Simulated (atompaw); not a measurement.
**u(r) = r·R(r): atom against pseudo-atom (V)**

Columns: radius, all-electron u(r) and pseudo u(r) of the 3p shell (level -55.98 eV) of vanadium in the configuration [Ne] 3s2 3p6 3d3 4s0.5 4p0; LDA (PW92), scalar-relativistic, PAW (atompaw) scheme, atompaw 4.2.0.5.

```
r (bohr)  all-electron  pseudo
   0.085       -0.3757  0.0194
   0.169       -0.5522  0.0751
   0.254       -0.3770  0.1634
   0.338       -0.0432  0.2747
   0.423        0.3122  0.4020
   0.508        0.6124  0.5333
   0.592        0.8305  0.6566
   0.677        0.9721  0.7655
   0.762        1.0455  0.8510
   0.846        1.0659  0.9076
   0.931        1.0480  0.9348
   1.015        1.0044  0.9328
   1.100        0.9438  0.9051
   1.185        0.8737  0.8568
   1.269        0.8004  0.7952
   1.354        0.7259  0.7254
   1.438        0.6542  0.6546
   1.523        0.5853  0.5854
   1.608        0.5210  0.5210
   1.692        0.4624  0.4624
   1.777        0.4084  0.4084
   1.862        0.3595  0.3595
   1.946        0.3161  0.3161
   2.031        0.2768  0.2768
   2.115        0.2423  0.2423
   2.200        0.2114  0.2114
```

How many radial nodes do the two functions have?

The all-electron 3p function has n − l − 1 = 1; the pseudo-wave has 0, since the states of the same l below it are removed with the core.

At about which radius was the pseudo-wave matched?

1.60 bohr. The columns agree to 0.0005 from 1.35 bohr on; several derivatives are matched, so the curves merge somewhat inside the radius.

Where does each function peak?

Outermost all-electron maximum near 0.85 bohr, pseudo maximum near 0.93 bohr (to the table’s step).

Is the pseudo-wave norm-conserving?

No, it belongs to a PAW set: the norm inside the radius is not constrained, and the difference is carried by the augmentation charge.
